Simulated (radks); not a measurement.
Question: The table gives one normalised radial function P(r) = r R(r) of Hg4+ in [Xe] 4f14 5d8 (r in bohr). All-electron calculation, scalar-relativistic Kohn-Sham, PBE, spin-polarised, spherical densities, finite nucleus; open shells are filled with parallel spins first (spin-orbit coupling, left out, can overturn this in heavy ions); Fermi nuclear charge, rms radius 5.4648 fm. Program: a radial shooting solver on a logarithmic mesh with Libxc functionals.

r,P
0.002562,0.0000
0.003914,0.0000
0.005934,0.0000
0.009067,0.0001
0.01385,0.0005
0.02117,0.0022
0.03209,0.0093
0.04904,0.0364
0.07494,0.1255
0.1145,0.3606
0.1736,0.7992
0.2652,1.3127
0.4053,1.4649
0.6193,1.0532
0.9464,0.4609
1.435,0.1124
2.192,0.0117
3.35,0.0004

Which n and l does it have? It may be an empty orbital.

Answer: n = 4, l = 3: the number of nodes gives n - l - 1 = 0, the rise at small r (about r^(l+1), flatter next to the nucleus through relativity) gives l, and the extent must fit the shell. The curve is that of 4f down; the table hardly tells the two spins apart. 4f down: eigenvalue -146.84 eV, 0 radial nodes, <r> = 0.482 bohr, 90 % of the charge inside 0.770 bohr.
